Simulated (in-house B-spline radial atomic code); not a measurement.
The numbers below are computed, except where a source is named.
**He ion on W atom: potential, deflection and energy transfer**

The pair potential comes from two frozen, spherical free-atom densities (PBE, B-spline radial code, scalar-relativistic past argon): electrostatics plus the change in Thomas-Fermi kinetic and Dirac exchange energy where they overlap, the recipe behind the universal ZBL potential, which averages such potentials (from solid-state densities) over many pairs. It is written V = (Z1 Z2 e²/r) φ(r/a), with e² = 14.3996 eV·Å and a = 0.46850 Å/(Z1^0.23 + Z2^0.23); ZBL's fit is φ = 0.18175 e^(−3.1998x) + 0.50986 e^(−0.94229x) + 0.28022 e^(−0.4029x) + 0.02817 e^(−0.20162x). Where φ falls below 4e-4 it is continued as an exponential.

Masses 4.0 and 183.84 u.

```csv
x = r/a,"φ, this pair","φ, ZBL"
0.1,0.8662,0.8928
0.25,0.7293,0.7647
0.5,0.5746,0.6096
1,0.3871,0.4164
1.5,0.275,0.2995
2,0.1991,0.2218
3,0.1175,0.1292
4,0.07511,0.08026
5,0.04924,0.05224
6.5,0.0272,0.02914
8,0.01555,0.01705
10,0.007662,0.008778
12,0.003961,0.00474
14.5,0.00186,0.002328
17,0.0009081,0.001212
```

Question: At x = 4 the electrostatic, kinetic and exchange parts are -26.76, 391.69 and -34.91 eV. Find r, V and φ.

Answer: a = 0.46850/(1.1728 + 2.6911) = 0.12125 Å, so r = 0.48500 Å. V = -26.76 + 391.69 + (-34.91) = 330.02 eV. The bare repulsion is 2 × 74 × 14.3996/0.48500 = 4394.1 eV, so φ = 0.0751, -6.4 % against ZBL's 0.0803. The kinetic (Pauli) term is 119 % of V here, as the other two terms together attract.

Question: The ion comes in at 0.1796 keV with impact parameter 0.0606 Å. The scattering integral gives a centre-of-mass angle of 164.2° and a closest approach of 4.991 a. What are the reduced energy, the energy passed on and the laboratory angles?

Answer: ε = E a M2/(Z1 Z2 e² (M1 + M2)) = 179.6 × 5.5683e-05 = 0.01. The most that one collision can pass on is γE with γ = 4 M1 M2/(M1 + M2)² = 0.0834. Here T = γE sin²(θ/2) = 0.0834 × 179.6 × 0.981 = 14.69 eV. The ion turns by arctan(sin θ/(cos θ + M1/M2)) = 163.8° (second quadrant: it bounces back), and the struck atom leaves at (180° − θ)/2 = 7.9°. The closest approach is 0.605 Å. With ZBL the angle would be 164.45° and T = 14.7 eV.
